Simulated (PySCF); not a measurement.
hexane (C₆H₁₄), SMILES C(CCC)CC.

Geometry: B3LYP-D3(BJ)/def2-SVP. Other conformers were not sampled.

Method: TDA-PBE/def2-SVPD in PySCF 2.14.0.

Vertical excitations. The molecule is in vacuum.

Computed UV-visible absorptions:
```csv
state,energy (eV),λ (nm),f,main pairs
S1,7.52,165,0.008,HOMO→LUMO 100 %
S2,7.66,162,0.002,HOMO−1→LUMO 100 %
S3,7.77,159,0.001,HOMO−2→LUMO 97 %
S4,7.86,158,0.003,HOMO→LUMO+1 97 %
S5,7.97,156,0.001,"HOMO−1→LUMO+1 53 %, HOMO−3→LUMO 44 %"
S6,8.00,155,0.011,"HOMO−3→LUMO 54 %, HOMO−1→LUMO+1 46 %"
T1,7.42,167,0,HOMO→LUMO 98 %
T2,7.54,164,0,HOMO−1→LUMO 97 %
```
Triplets are in the Tamm–Dancoff approximation.
